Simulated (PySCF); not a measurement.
A PySCF script (with the pyscf-properties extension) for the NMR shieldings of `C[S+](C)(=O)CC(F)(F)F`, [C4H8F3OS]+, on a GFN2-xTB geometry:

```python
import basis_set_exchange as bse
import numpy as np
from pyscf import gto, dft
from pyscf.prop import nmr

atoms = """
C    -1.435047    1.230951    0.310392
S    -0.674974   -0.130912   -0.575988
C    -0.928526   -1.636906    0.364869
O    -1.200770   -0.248502   -1.888889
C     1.126773    0.184235   -0.731935
C     1.859580    0.337383    0.596611
F     3.146122    0.562198    0.421029
F     1.347608    1.347751    1.312311
F     1.720734   -0.762063    1.349596
H    -1.085061    1.259041    1.336294
H    -2.511304    1.078743    0.275683
H    -1.196381    2.161803   -0.197214
H    -1.991858   -1.862756    0.334172
H    -0.383292   -2.448626   -0.109580
H    -0.595740   -1.504539    1.388236
H     1.243019    1.096066   -1.322934
H     1.552120   -0.651838   -1.292724
"""
names = dict.fromkeys(["C", "S", "O", "F", "H"], "pcSseg-1")
basis = {el: gto.basis.parse(bse.get_basis(n, elements=[el], fmt="nwchem")) for el, n in names.items()}
mol = gto.M(atom=atoms, basis=basis, charge=1, verbose=0)
mf = dft.RKS(mol, xc="PBE0")
mf.grids.level = 2
mf.grids.alignment = dft.numint.BLKSIZE   # the property module wants whole blocks of grid points
mf.conv_tol = 1e-9
mf.kernel()

calc = nmr.RKS(mf)   # GIAO
C = mf.mo_coeff
Co = C[:, mf.mo_occ > 0]
resp = mf.gen_response(singlet=True, hermi=2)
def vind(x):   # induced exchange potential for any number of trial vectors
    d = np.einsum("pi,xij,qj->xpq", C, 2 * x.reshape(-1, C.shape[1], Co.shape[1]), Co, optimize=True)
    return np.einsum("xpq,pi,qj->xij", resp(d - d.transpose(0, 2, 1)), C, Co, optimize=True).ravel()
mo1, _ = nmr.rhf.solve_mo1(calc, with_cphf=vind)
sigma = calc.kernel(mo1)
for i, s in enumerate(sigma):   # ppm
    w = np.linalg.eigvalsh((s + s.T) / 2)
    print("%2d %-2s iso %8.1f  s11 %8.1f  s22 %8.1f  s33 %8.1f" % (i, mol.atom_pure_symbol(i), w.mean(), *w))
```

Q: Give the expected output.

A: 
```
 0 C  iso    138.1  s11    108.0  s22    120.5  s33    185.8
 1 S  iso    216.3  s11    113.0  s22    117.2  s33    418.7
 2 C  iso    138.1  s11    108.1  s22    120.5  s33    185.8
 3 O  iso    219.3  s11      8.2  s22    308.8  s33    340.9
 4 C  iso    117.9  s11     87.7  s22    108.3  s33    157.7
 5 C  iso     59.5  s11     49.2  s22     63.9  s33     65.4
 6 F  iso    242.2  s11    168.2  s22    238.7  s33    319.6
 7 F  iso    244.8  s11    162.4  s22    248.7  s33    323.2
 8 F  iso    244.8  s11    162.5  s22    248.8  s33    323.1
 9 H  iso     28.2  s11     24.1  s22     27.9  s33     32.6
10 H  iso     27.6  s11     24.3  s22     25.2  s33     33.5
11 H  iso     27.6  s11     24.1  s22     25.7  s33     33.1
12 H  iso     27.6  s11     24.3  s22     25.2  s33     33.5
13 H  iso     27.6  s11     24.1  s22     25.7  s33     33.1
14 H  iso     28.2  s11     24.1  s22     27.9  s33     32.6
15 H  iso     27.1  s11     24.1  s22     26.7  s33     30.5
16 H  iso     27.1  s11     24.1  s22     26.7  s33     30.5
```

These numbers come from an equivalent density-fitted implementation of the same equations, which agrees with the script to about 0.01 ppm for H and up to a few tenths of a ppm for heavy atoms, so last digits may differ.

Q: Turn these shieldings into chemical shifts. Chemical shifts δ = σref − σ; 13C (186.93 ppm), 1H (31.72 ppm) vs TMS; CS2 for 33S (503.73 ppm); H2O for 17O (336.08 ppm); 19F (170.95 ppm) vs CFCl3, all at this level.

A: Averaging equivalent atoms: C 5: 127.4; C 4: 69.0; C 0/2: 48.8; S 1: 287; O 3: 116.8; F 6/7/8: -73.0; H 15/16: 4.63; H 9/10/11/12/13/14: 3.89 ppm. Unscaled 19F shifts against computed CFCl3 carry errors that often reach 10 to 50 ppm. Experimental scales use liquid or dissolved standards, which lie at an offset from isolated H2O (liquid H2O: subtract about 36 ppm).

Size and cost of the density-fitted run: 200 basis functions, roughly 90 core-seconds.
